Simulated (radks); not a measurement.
Charge is removed step by step from the 3s down level of Co+, starting from [Ne] 3s(up 1, down 1) 3p6 3d8. All-electron calculation, scalar-relativistic Kohn-Sham, SCAN, spin-polarised, spherical densities, finite nucleus; open shells are filled with parallel spins first; meta-GGA in the generalised Kohn-Sham scheme; Fermi nuclear charge, rms radius 3.7875 fm. Program: a radial shooting solver on a logarithmic mesh with Libxc functionals.

removed (e)  E - E(0) (eV)  eigenvalue (eV)
0                    0.000          -107.69
0.25                27.356          -111.24
0.5                 55.627          -114.98
0.75                84.847          -118.80

The mean slope of the eigenvalue, de/dn, is 14.8 eV per electron.
